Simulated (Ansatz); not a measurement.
Mulliken charges of `SC[SiH2]S` from PBE/def2-TZVPP in Ansatz (PBE0-D4/def2-TZVP geometry).

| atom | x (Å) | y (Å) | z (Å) | charge (e) |
| --- | --- | --- | --- | --- |
| S1 | -1.895 | -0.790 | -0.131 | -0.192 |
| C2 | -0.195 | -1.092 | 0.418 | -0.187 |
| Si3 | 0.822 | 0.486 | 0.428 | 0.270 |
| S4 | 0.818 | 1.468 | -1.473 | -0.266 |
| H5 | -1.578 | -0.333 | -1.355 | 0.107 |
| H6 | 0.266 | -1.886 | -0.172 | 0.122 |
| H7 | -0.281 | -1.455 | 1.447 | 0.120 |
| H8 | 0.285 | 1.394 | 1.469 | -0.043 |
| H9 | 2.253 | 0.176 | 0.687 | -0.056 |
| H10 | -0.414 | 1.980 | -1.315 | 0.123 |

Task: By hand: the dipole of these point charges (1 e Å = 4.8032 D).

Result: Σ q r = (0.045, -0.170, 0.199) e Å, of length 0.266 e Å = 1.28 D.

Task: How does the dipole of the full density compare? (Estimate.)

Result: Computed: (0.067, -0.105, 0.097) e Å, 0.76 D; the point charges give 1.68 times that, at 17° from its direction.

Point charges leave out the atoms' own dipoles, such as those of lone pairs, and Mulliken's split depends on the basis, so the two needn't agree.
